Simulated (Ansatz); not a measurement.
Basis-set extrapolation for FH4O2SSi2 (`O[SiH]S[SiH](O)F`) radical (PBE0-D4/def2-TZVP geometry, frozen core, Ansatz). Multiplicity 2, UHF reference.

```tsv
	def2-TZVPP	def2-QZVPP
HF	-1227.243312	-1227.285357
MP2 correlation	-1.120316	-1.218956
CCSD(T) correlation	-1.199439	not run
```

Energies in hartree. Use E(X) = E(∞) + A·exp(−7.88·√X) for Hartree–Fock and E(X) = E(∞) + B·X^(−2.97) for correlation, with X = 3 and 4, and add CCSD(T) minus MP2 of the smaller set to the MP2 limit.

Q: What is the CCSD(T) energy at the basis-set limit?

A: HF limit: -1227.285357 + (-0.042045) × 0.13774 = -1227.29115. MP2 limit: -1.218956 + (-0.098640) × 0.74074 = -1.29202. Higher-order term: -1.199439 − (-1.120316) = -0.07912. Total: -1228.66229 hartree, 576.4 kJ/mol below CCSD(T)/def2-TZVPP.
